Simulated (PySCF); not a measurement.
H₅NOSiTe, SMILES N[Te]O[SiH3]. Geometry optimised at PBE-D3(BJ)/def2-SVP. The structure was generated by enumeration, and PubChem lists no compound with its InChIKey, so it may never have been made. The def2 effective core potentials stand for the cores of Te; spin–orbit coupling is left out. One conformer was computed; it need not be the lowest.

Computed equilibrium geometry at PBE-D3(BJ)/def2-SVP (PySCF confirms it by a frequency run) as a Z-matrix (one conformer of several):
```
O
Si 1 1.6878
H 2 1.5032 1 106.61
H 2 1.5077 3 109.51 1 -121.97
H 2 1.5115 3 108.74 4 -117.63
Te 1 2.0565 2 118.23 3 176.58
N 6 2.0236 1 103.72 2 -79.56
H 7 1.0263 6 114.79 1 66.17
H 7 1.0264 8 110.86 6 131.84
```
